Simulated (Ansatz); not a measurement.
`C[CH2][Mg][O][SiH3]` → `[MgH][O][SiH3]` + `C=C`  (β-hydride elimination)

Gas-phase electronic energies from Ansatz, PBE0-D4/def2-TZVP geometries. CBS: MP2 limit from def2 TZ/QZ plus the TZ coupled-cluster correction, frozen cores. This one scheme is used for every species. Functionals use def2-TZVPP. For Mg outer-core shells are correlated without core-valence functions, which leaves a few kJ/mol of doubt a bond. Each species was taken in one conformer, which may not be the lowest.

`C[CH2][Mg][O][SiH3]`:

Cartesian coordinates in Å:
```
C -2.586 -0.333 1.063
C -1.305 0.382 1.496
Mg 0.325 0.234 0.201
O 1.729 0.104 -0.919
Si 2.965 -0.032 -1.940
H -3.396 -0.212 1.791
H -2.435 -1.410 0.940
H -2.965 0.042 0.108
H -1.510 1.449 1.651
H -0.985 0.010 2.477
H 4.177 0.681 -1.435
H 2.638 0.544 -3.279
H 3.348 -1.460 -2.154
```

`[MgH][O][SiH3]`:

Cartesian coordinates in Å:
```
Mg 1.569 0.741 -1.345
O 0.285 0.136 -0.246
Si -0.865 -0.408 0.741
H 2.775 1.310 -2.379
H -1.101 -1.870 0.551
H -0.500 -0.198 2.174
H -2.164 0.289 0.504
```

`C=C`:

Cartesian coordinates in Å:
```
C -0.469 -0.462 0.062
C 0.469 0.462 -0.061
H -1.502 -0.263 -0.203
H -0.245 -1.457 0.432
H 1.503 0.263 0.202
H 0.245 1.457 -0.432
```

CCSD(T)/CBS gives +119.1 kJ/mol.

(1) Another level gave +121.5 kJ/mol. Which?
A. LC-ωPBE/def2-TZVPP
B. BLYP/def2-TZVPP
C. r2SCANh/def2-TZVPP
D. RPA@PBE/def2-TZVPP

Largest T1 diagnostic among the species: 0.011.

Results:

(1) C. r2SCANh 121.5, RPA@PBE/def2-TZVPP 106.9, LC-ωPBE 128.9, BLYP 89.1 kJ/mol.

Leaving LDA and LC-ωPBE aside and taking each functional with its dispersion term where it has one, the values, not all of them listed here, spread over 33.0 kJ/mol, from B97M-V to PBE-QIDH. LDA lies +32.0 kJ/mol from PBE without D4. In def2-TZVPP, CCSD(T) changes the Hartree–Fock value by +35.0 kJ/mol (the triples alone add +1.8 kJ/mol) and MP2 by +48.9 kJ/mol.

CCSD(T)/CBS has its own doubt, a few kJ/mol and more with outer-core shells, so smaller differences from it don't rank the levels.
